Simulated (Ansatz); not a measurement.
System: sum formula H4BN2O, net charge -1, singlet state. It need not be the lowest isomer of its formula. Whether it binds its extra electron was not tested at this geometry. 
Geometry from a B3LYP-D3(BJ)/def2-TZVP (Ansatz, a first-principles code) optimisation:
```xyz
8

N      1.3840    -0.4113     0.3747
B      0.1100    -0.0367     0.0144
N     -1.1546    -0.8330    -0.0122
O     -0.1462     1.3055    -0.4495
H      1.4600    -1.3793     0.6813
H     -1.9969    -0.2818     0.0935
H     -1.1735    -1.6060     0.6364
H      0.7243     1.7166    -0.4250
```
Charge -1, spin multiplicity 1.

Q: Give the harmonic wavenumbers at B3LYP-D3(BJ)/def2-TZVP (Ansatz, finite differences of forces, unscaled).

A: 303, 385, 425, 469, 511, 605, 681, 784, 893, 915, 1055, 1226, 1464, 1599, 3440, 3504, 3602, 3808 cm⁻¹. Zero-point energy 36.7 kcal/mol.

Q: From these and the geometry, give the ideal-gas thermochemistry at 298.15 K and 1 atm (rigid rotor, harmonic oscillator).

A: Point group C1, rotational symmetry number 1. Rotational constants 9.871, 8.981, 4.727 GHz. S(trans) 38.14, S(rot) 24.15, S(vib) 6.07, S(elec, spin only) 0.00, S 68.4 cal/(mol K). H(298) - H(0) 3.63 kcal/mol; G - E(el) 19.9 kcal/mol.
